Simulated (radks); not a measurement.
Task: Excited configurations of V I: one electron is placed in a higher orbital outside [Ar] 3d4. The ground configuration is [Ar] 3d3 4s2. Calculated with a radial shooting solver on a logarithmic mesh with Libxc functionals: non-relativistic Kohn-Sham, PBE, spin-polarised, spherical densities, point nucleus; open shells are filled with parallel spins first. Excitation = E - E(ground); binding = E(ion) - E, where the ion is the core of charge +1; n* = 1/sqrt(2 binding) in atomic units, and the quantum defect is n - n*.

outer orbital  excitation (eV)  binding (eV)     n*  quantum defect  eigenvalue (eV)  <r> (bohr)
4s                      -1.285         6.964  1.398           2.602           -4.227       3.501
4d                       4.029         1.650  2.872           1.128           -0.797       10.18
4f                       4.712         0.967  3.752           0.248           -0.480       16.69
5s                       3.236         2.443  2.360           2.640           -1.501       9.032
5p                       3.861         1.818  2.736           2.264           -1.081       11.40
5d                       4.633         1.046  3.606           1.394           -0.605       19.07
5f                       5.004         0.674  4.491           0.509           -0.405       28.26
6s                       4.354         1.325  3.205           2.795           -0.843       17.08
7s                       4.834         0.844  4.014           2.986           -0.561       27.40

Estimate the row for 7d.

Result: excitation (eV) 5.168; binding (eV) 0.510; n* 5.164; quantum defect 1.836; eigenvalue (eV) -0.345; <r> (bohr) 44.13. The Delta-SCF ionisation energy is 5.679 eV (NIST Atomic Spectra Database: 6.746 eV, measured). Self-interaction in the functional shifts the binding energies and quantum defects, so they are the method's values and not measured ones. Open shells are spherical and high-spin; term and fine-structure splittings are not resolved. A negative excitation energy means that this level of theory puts the configuration below the NIST ground configuration.
